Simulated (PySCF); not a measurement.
PySCF job for HfF2, SMILES [F][Hf][F] (connectivity only; charge and spin as stated), neutral, multiplicity 3, PBE-D3(BJ)/def2-TZVP. Geometry optimised at PBE-D3(BJ)/def2-TZVP. The multiplicity is an assumed one; other spin states were not compared. The def2 effective core potentials stand for the cores of Hf; spin–orbit coupling is left out.

```python
import numpy as np
from pyscf import gto, scf, dft, df
from pyscf.hessian import thermo

mol = gto.M(
    atom='''
    Hf    0.00000000   -0.00000000    0.14382667
    F     0.00000000   -1.78287074   -0.57530667
    F     0.00000000    1.78287075   -0.57530667
    ''',
    basis='def2-TZVP',
    ecp={'Hf': 'def2-tzvp'},
    charge=0,
    spin=2,
    max_memory=1600,
    verbose=3,
)
mf = dft.UKS(mol, xc='pbe').density_fit(auxbasis='def2-universal-jkfit')
mf.disp = 'd3bj'
mf.grids.level = 3
mf.conv_tol = 1e-11
mf.max_cycle = 100
mf.kernel()
fine, coarse = mf.grids, dft.Grids(mol).set(level=1).build(with_non0tab=True)
for _ in range(3):  # follow internal instabilities
    mf.grids = coarse
    mo, _, stable, _ = mf.stability(return_status=True, nroots=4)
    mf.grids = fine
    if stable:
        break
    mf.kernel(mf.make_rdm1(mo, mf.mo_occ))

# [left out here: the lines that compute and print the analytic Hessian (its translational invariance restored by hand, since the grid's response is missing), thermochemistry and intensities]
```

It prints:

```

WARN: HOMO -0.310133473056174 >= LUMO -0.331808145509176


WARN: HOMO -0.0882260146924049 >= LUMO -0.0931670406796741


WARN: HOMO -0.0922385135362064 >= LUMO -0.0972092490337531

converged SCF energy = -247.709353217332  <S^2> = 2.0023606  2S+1 = 3.0015733
<class 'pyscf.df.df_jk.DFUKS'> wavefunction is stable in the internal stability analysis

WARN: DFTD3 does not support analytical Hessian, using finite difference


WARN: Mole.unit (angstrom) is changed to Bohr

Mode                                 0                   1                   2
Irrep
Freq [cm^-1]                       95.5841            598.3171            618.5488
Reduced mass [au]                  21.7198             22.0472             19.6171
Force const [Dyne/A]                0.1169              4.6501              4.4221
Char temp [K]                     137.5242            860.8451            889.9540
Normal mode                   x     y     z       x     y     z       x     y     z
       0  Hf                 0.00 -0.00  0.03   -0.00  0.03  0.00    0.00 -0.00  0.01
       1   F                 0.00  0.07 -0.13   -0.00 -0.14 -0.06   -0.00 -0.15 -0.07
       2   F                -0.00 -0.07 -0.13    0.00 -0.14  0.06   -0.00  0.15 -0.07
temperature 298.1500 [K]
pressure 101325.00 [Pa]
Rotational constants [GHz] 31.19384 4.18437 3.68946
Symmetry number 2
Zero-point energy (ZPE) 0.00299 [Eh]   7850.194 [J/mol]
                           tot       elec      trans        rot        vib
Entropy [J/mol/K]       298.134      9.134    175.813     94.720     18.467
Cv [J/mol/K]             41.597      0.000     12.472     12.472     16.654
Cp [J/mol/K]             49.912      0.000     20.786     12.472     16.654
Internal energy [J/mol]                      3718.434   3718.434  10617.537
Internal energy [Eh]   -247.70248  -247.70935
Enthalpy [J/mol]                             6197.391   3718.434  10617.537
Enthalpy [Eh]          -247.70153
Gibbs free energy [J/mol]                  -46221.167 -24522.209   5111.487
Gibbs free energy [Eh] -247.73539
mode   freq/cm-1   IR/(km/mol)
   1       95.58         3.741
   2      598.32       134.242
   3      618.55        28.261
max |gradient| / (hartree/bohr): 0.00017920709578223815
APT charges: [ 1.0437 -0.5219 -0.5219]
```

The calculation finished and met its thresholds.
